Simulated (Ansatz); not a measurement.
Results of the Gaussian-basis code of Ansatz.

A structure relaxed at PBE0-D4/def2-TZVP, charge 0, multiplicity 1:

```tsv
atom	x (Å)	y (Å)	z (Å)
C1	0.518	-1.113	-1.876
C2	0.169	-0.374	-0.624
C3	0.778	-0.665	0.587
F4	1.693	-1.631	0.648
C5	0.470	0.012	1.754
F6	1.072	-0.297	2.893
C7	-0.477	1.022	1.725
F8	-0.781	1.680	2.832
C9	-1.103	1.341	0.532
F10	-2.010	2.306	0.499
C11	-0.772	0.644	-0.617
F12	-1.392	0.974	-1.749
H13	1.338	-0.619	-2.405
H14	-0.336	-1.150	-2.551
H15	0.835	-2.129	-1.648
```

(1) Give its formula and SMILES.

(2) Point group (tolerance 0.08 Å, 0.16 Å for H)?

(3) Summarise the bond lengths by kind.

Answers

(1) C7H3F5, `Cc1c(F)c(F)c(F)c(F)c1F`.

(2) Cs.

(3) 7 × C–C 1.384 to 1.495 Å; 3 × C–H 1.089 to 1.093 Å; 5 × C–F 1.323 to 1.331 Å.
